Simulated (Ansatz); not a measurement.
Cost and result up the ladder for `SCCCCc1ccc(/N=N/c2ccccc2)cc1` (37 atoms). The state is a singlet with charge 0. Geometry: PBE-D4/def2-SVP.

| atom | x (Å) | y (Å) | z (Å) |
| --- | --- | --- | --- |
| S1 | -1.978 | -2.809 | 5.178 |
| C2 | -0.838 | -1.372 | 5.224 |
| C3 | 0.230 | -1.374 | 4.131 |
| C4 | 1.118 | -0.126 | 4.168 |
| C5 | 2.216 | -0.107 | 3.084 |
| C6 | 1.669 | -0.047 | 1.678 |
| C7 | 1.552 | -1.206 | 0.885 |
| C8 | 0.999 | -1.145 | -0.399 |
| C9 | 0.551 | 0.085 | -0.924 |
| N10 | 0.013 | 0.044 | -2.227 |
| N11 | -0.350 | 1.166 | -2.693 |
| C12 | -0.898 | 1.122 | -3.995 |
| C13 | -1.268 | 2.367 | -4.548 |
| C14 | -1.820 | 2.431 | -5.833 |
| C15 | -2.008 | 1.251 | -6.573 |
| C16 | -1.642 | 0.006 | -6.023 |
| C17 | -1.089 | -0.065 | -4.742 |
| C18 | 0.664 | 1.257 | -0.138 |
| C19 | 1.214 | 1.182 | 1.141 |
| H20 | -1.031 | -3.756 | 5.437 |
| H21 | -0.384 | -1.292 | 6.234 |
| H22 | -1.508 | -0.493 | 5.110 |
| H23 | -0.265 | -1.468 | 3.141 |
| H24 | 0.865 | -2.283 | 4.242 |
| H25 | 0.484 | 0.783 | 4.058 |
| H26 | 1.602 | -0.042 | 5.166 |
| H27 | 2.872 | 0.772 | 3.260 |
| H28 | 2.855 | -1.008 | 3.198 |
| H29 | 1.903 | -2.171 | 1.284 |
| H30 | 0.900 | -2.040 | -1.031 |
| H31 | -1.106 | 3.268 | -3.937 |
| H32 | -2.106 | 3.404 | -6.262 |
| H33 | -2.444 | 1.298 | -7.583 |
| H34 | -1.795 | -0.916 | -6.606 |
| H35 | -0.792 | -1.020 | -4.284 |
| H36 | 0.313 | 2.205 | -0.569 |
| H37 | 1.304 | 2.098 | 1.748 |

Ansatz on 2 threads of AMD EPYC 7R13 on a shared host and a share (18 GiB) of an NVIDIA H100 80GB HBM3. Times are rough, and most runs start from the orbitals of an earlier one. ωB97X-V/def2-TZVP serves as the yardstick here, not as an exact answer. Differences are given only for rows in sets of like size (and for xTB, whose basis is part of the method), since another set adds its own error. Binding counts from free atoms at the same level (S triplet, C triplet, N quartet, H doublet; other spins of the atoms weren't run), without zero-point energy or a counterpoise term.

Correlated methods freeze 23 core orbitals. The rows differ in basis, and correlated rows in double-zeta sets carry the largest basis error. Single mean-field runs in def2-TZVP are fitted with def2-universal-jkfit.

Run but left out: HF/STO-3G (restricted singlet, unstable in another Hartree–Fock run and untested here).

Correlated methods converge slowly with the basis, most of all in double-zeta sets.

| level | functions | wall time |
| --- | --- | --- |
| revPBE-D4/def2-TZVP | 703 | 3.2 s |
| PBE0-D4/def2-SVP | 360 | 3.3 s |
| PBE0-D4/def2-TZVP | 703 | 3.3 s |
| PBE-D4/def2-SVP | 360 | 3.9 s |
| r2SCANh-D4/def2-TZVP | 703 | 4.4 s |
| MP2/def2-SVP | 360 | 5 s |
| PBE-D4/def2-TZVP (with forces) | 703 | 7 s |
| ωB97X-V/def2-TZVP | 703 | 8.5 s |
| r2SCAN-D4/def2-TZVP (with forces) | 703 | 9 s |

Question: Estimate what each level gives for the binding energy per atom (eV).

Answer: 
```csv
level,binding energy per atom (eV),difference from ωB97X-V/def2-TZVP (eV),remarks
revPBE-D4/def2-TZVP,4.79,0.06,–
PBE0-D4/def2-SVP,4.87,–,–
PBE0-D4/def2-TZVP,4.80,0.07,–
PBE-D4/def2-SVP,4.98,–,–
r2SCANh-D4/def2-TZVP,4.72,-0.01,–
MP2/def2-SVP,4.63,–,restricted SCF unstable
PBE-D4/def2-TZVP (with forces),4.91,0.18,–
ωB97X-V/def2-TZVP,4.73,0.00,–
r2SCAN-D4/def2-TZVP (with forces),4.75,0.02,–
```
